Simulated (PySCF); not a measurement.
**CaN: a base run and its variants**

Base input, run as `python input.py` with PySCF 2.14:

```python
from pyscf import gto, scf, cc

mol = gto.M(
    atom='Ca 0 0 0; N 0 0 2.245',
    basis='def2-svp',
    charge=0,
    spin=3,
    symmetry=True,
    verbose=4,
)
mf = scf.UHF(mol)
mf.kernel()
mycc = cc.CCSD(mf)
mycc.kernel()
e = mycc.eaccsd(nroots=6)[0]
print('roots (eV) =', (e*27.211386).round(3))
mf.dip_moment()
print('orbital energies (hartree):', [e[max(0, n-3):n+3].round(4) for e, n in zip(mf.mo_energy, mol.nelec)])
```

Base result: E(SCF) = -730.993782 Eh, 13 cycles, E(CCSD) − E(SCF) = -0.23458 Eh, ⟨S²⟩ = 3.761, μz(SCF) = -4.58 D, attachment roots -0.700, 0.855, 1.354, 1.354, 1.599, 1.761 eV. The bond length is a typed value, not an optimised one. Positive EA roots mean that the added electron is unbound. No search for the lowest solution was made.

Wall time 18 s on one thread of a shared host.

Each row names what differs from the base; energies in brackets are changes from the base.

```tsv
change	result
step after the SCF: eomea → mp2; frozen orbitals: 0 → 6	E(SCF) = -730.993782 Eh (+0.0000 eV), 13 cycles, E(MP2) − E(SCF) = -0.20410 Eh, ⟨S²⟩ = 3.761, μz(SCF) = -4.58 D
second-order solver: off → on [positive roots are unbound]	E(SCF) = -730.993782 Eh (+0.0000 eV), 4 cycles, E(CCSD) − E(SCF) = -0.23458 Eh, ⟨S²⟩ = 3.761, μz(SCF) = -4.58 D, attachment roots -0.700, 0.855, 1.354, 1.354, 1.599, 1.761 eV
geometry: bond 2.245 → bond 2.312 [positive roots are unbound]	E(SCF) = -730.994365 Eh (-0.0159 eV), 13 cycles, E(CCSD) − E(SCF) = -0.23488 Eh, ⟨S²⟩ = 3.764, μz(SCF) = -4.76 D, attachment roots -0.719, 0.901, 1.312, 1.312, 1.568, 1.722 eV
spin (2S): 3 → 5 [an earlier cycle lay lower, so not the lowest solution of its kind] [positive roots are unbound] [a high spin state]	E(SCF) = -730.845133 Eh (+4.0449 eV), 13 cycles, E(CCSD) − E(SCF) = -0.19894 Eh, ⟨S²⟩ = 8.757, μz(SCF) = 2.08 D, attachment roots -2.858, -2.727, -2.727, -1.374, -1.294, -1.068 eV
basis set: def2-svp → x2c-tzvpall; spin-free X2C: off → on; step after the SCF: eomea → mp2	E(SCF) = -734.055364 Eh, 13 cycles, E(MP2) − E(SCF) = -0.35529 Eh, ⟨S²⟩ = 3.764, μz(SCF) = -3.87 D
step after the SCF: eomea → tda; number of roots: 6 → 8	E(SCF) = -730.993782 Eh (+0.0000 eV), 13 cycles, ⟨S²⟩ = 3.761, μz(SCF) = -4.58 D, first excitations without spin–orbit coupling 0.36, 0.36, 2.35, 2.35, 2.58 eV
basis set: def2-svp → 6-31g(3d) [unsound on purpose]	stops with BasisNotFoundError (Basis set not found for Ca in 6-31g(3d))
cycle limit: 50 → 2 [unsound on purpose]	not converged: SCF after 2 cycles
charge: 0 → -1; spin (2S): 3 → 2 [no diffuse functions for the anion]	not converged: SCF after 50 cycles
number of roots: 6 → 15 [positive roots are unbound]	E(SCF) = -730.993782 Eh (+0.0000 eV), 13 cycles, E(CCSD) − E(SCF) = -0.23458 Eh, ⟨S²⟩ = 3.761, μz(SCF) = -4.58 D, attachment roots -0.700, 0.855, 0.855, 1.354, 1.354, 1.599, 1.599, 1.761, 1.982, 2.201, 2.299, 2.299, 2.441, 2.604, 2.604 eV
electric field along z (a.u.): none → 0.2; point-group symmetry: on → off [unsound on purpose] [may be another electronic state] [positive roots are unbound]	E(SCF) = -732.557328 Eh (-42.5462 eV), E(CCSD) − E(SCF) = -0.18371 Eh, ⟨S²⟩ = 3.794, μz(SCF) = 49.01 D, attachment roots -4.792, -4.651, -4.095, -3.984, -2.562, -2.363 eV
step after the SCF: eomea → stability	E(SCF) = -730.993782 Eh (+0.0000 eV), 13 cycles, ⟨S²⟩ = 3.761, μz(SCF) = -4.58 D, internal stable; real -> complex stable; UHF/UKS -> GHF/GKS stable (rotations that keep the point group only)
electric field along z (a.u.): none → 0.005; point-group symmetry: on → off [positive roots are unbound]	E(SCF) = -730.985625 Eh (+0.2220 eV), 14 cycles, E(CCSD) − E(SCF) = -0.23556 Eh, ⟨S²⟩ = 3.763, μz(SCF) = -3.72 D, attachment roots -0.754, 0.953, 1.270, 1.270, 1.509, 1.666 eV
step after the SCF: eomea → gradient	E(SCF) = -730.993782 Eh (+0.0000 eV), 13 cycles, ⟨S²⟩ = 3.761, μz(SCF) = -4.58 D, gradient on the second atom -0.0104 Eh/bohr
functional: none (Hartree–Fock) → tpssh; SCF type: UHF → UKS; step after the SCF: eomea → analyze	E(SCF) = -732.080528 Eh, 10 cycles, ⟨S²⟩ = 3.756, μz(SCF) = -3.65 D
step after the SCF: eomea → ccsd; frozen orbitals: 0 → 6	E(SCF) = -730.993782 Eh (+0.0000 eV), 13 cycles, E(CCSD) − E(SCF) = -0.23090 Eh, ⟨S²⟩ = 3.761, μz(SCF) = -4.58 D
smearing width (hartree): none → 0.01; step after the SCF: eomea → none [smearing does not keep the typed spin]	E(SCF) = -730.705633 Eh (+7.8409 eV), μz(SCF) = -12.14 D
spin-free X2C: off → on [basis contracted without relativity] [positive roots are unbound]	E(SCF) = -733.502810 Eh, 13 cycles, E(CCSD) − E(SCF) = -0.23424 Eh, ⟨S²⟩ = 3.762, μz(SCF) = -4.57 D, attachment roots -0.704, 0.843, 1.355, 1.355, 1.604, 1.765 eV
geometry: bond 2.245 → bond 2.402 [positive roots are unbound]	E(SCF) = -730.993331 Eh (+0.0123 eV), 13 cycles, E(CCSD) − E(SCF) = -0.23558 Eh, ⟨S²⟩ = 3.771, μz(SCF) = -4.96 D, attachment roots -0.733, 0.930, 1.268, 1.268, 1.539, 1.681 eV
basis set: def2-svp → crenbl; core potential: off → on	not converged: SCF after 50 cycles
PCM solvent, dielectric constant: none → 78.36; step after the SCF: eomea → analyze	E(SCF) = -731.013747 Eh (-0.5433 eV), 13 cycles, ⟨S²⟩ = 3.759, μz(SCF) = -5.45 D
level shift (hartree): none → -0.2 [unsound on purpose] [may be another electronic state]	not converged: SCF after 50 cycles
```

Order these changes by how far they move the SCF energy from the base, largest first: (1) PCM solvent, dielectric constant: none → 78.36; step after the SCF: eomea → analyze; (2) electric field along z (a.u.): none → 0.005; point-group symmetry: on → off; (3) geometry: bond 2.245 → bond 2.312; (4) geometry: bond 2.245 → bond 2.402.

(1) -0.5433 eV, (2) +0.2220 eV, (3) -0.0159 eV, (4) +0.0123 eV.
